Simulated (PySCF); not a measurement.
Cartesian coordinates in Å; atom numbers follow the order of the lines, from 1:
```xyz
13

Al    0.0070    0.0005    0.0044
N    -0.1978    0.0916    1.8680
H     0.2427   -0.6780    2.3735
H     0.1996    0.9398    2.2734
N     1.8064    0.1304   -0.5172
H     2.3860   -0.6160   -0.1311
H     1.9391    0.0752   -1.5278
N    -0.8490    1.4275   -0.8615
H    -0.4908    2.3488   -0.6073
H    -1.8496    1.4665   -0.6649
N    -0.7404   -1.6532   -0.4769
H    -0.6962   -1.8370   -1.4797
H    -1.7263   -1.7481   -0.2308
```

Total charge -1.

Geometry: PBE0-D3(BJ)/def2-SVP; GIAO shifts from PySCF, gas phase, non-relativistic, averaged over equivalent atoms.

At PBE/pcSseg-1 (pcSseg-2 on Al) (151 basis functions, 14 s wall time on 1 thread of an Arm Neoverse V2, shared host):
```csv
atoms,δ (ppm)
Al1,139.6
N2/N5/N8/N11,7.5
H3/H4/H6/H7/H9/H10/H12/H13,-2.17
```

Chemical shifts δ = σref − σ; 27Al (560.82 ppm) vs [Al(H2O)6]3+; 15N (265.06 ppm) vs NH3; TMS for 1H (31.20 ppm), all at this level.

Predict the values at PBE0/pcSseg-1 (pcSseg-2 on Al) on the same geometry.

Answers


```json
{"atoms": "Al1", "δ at PBE0/pcSseg-1 (pcSseg-2 on Al)": "138.2", "change": "-1.4"}
{"atoms": "N2/N5/N8/N11", "δ at PBE0/pcSseg-1 (pcSseg-2 on Al)": "4.8", "change": "-2.7"}
{"atoms": "H3/H4/H6/H7/H9/H10/H12/H13", "δ at PBE0/pcSseg-1 (pcSseg-2 on Al)": "-2.13", "change": "+0.04"}
```

Shifts are taken against calculated references (same method and geometry level): 27Al (σ = 576.18 ppm) vs [Al(H2O)6]3+; 15N (σ = 265.67 ppm) vs NH3; 1H (σ = 31.27 ppm) against TMS.

The largest change is at N2/N5/N8/N11 (nitrogen bonded to Al, 2 H). Cost: 151 basis functions, 13 s wall time on 1 thread of an Arm Neoverse V2, shared host.

Experimental scales use liquid or dissolved standards, which lie at an offset from isolated NH3 (liquid NH3: subtract about 20 ppm).
